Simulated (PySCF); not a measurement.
GeH3, SMILES [GeH3] (connectivity only; charge and spin as stated), charge +1, multiplicity 1. Geometry optimised at PBE0-D3(BJ)/def2-TZVPD. The multiplicity is an assumed one; other spin states were not compared. The isomer is the one that the SMILES or the coordinates give; other isomers of the formula were not compared.

These are PBE0-D3(BJ)/def2-TZVPD run with PySCF values and carry that method's errors.

Harmonic wavenumbers (cm⁻¹): 800, 852, 852, 2204, 2265, 2265. Rotational constants (GHz): 144.2, 144.2, 72.11; symmetry number 6.

Work out the zero-point energy and the ideal-gas rigid-rotor harmonic-oscillator thermochemistry at 298.15 K and 1 atm.

ZPE = ½ Σ hcν = ½ × 9240 cm⁻¹ = 55.27 kJ/mol. H − E(el) = 65.73 kJ/mol. Entropy in J/(mol K): translation 162.70, rotation 52.15, vibration 2.28, total 217.13. G − E(el) = 0.99 kJ/mol. Cp = 40.79 J/(mol K).
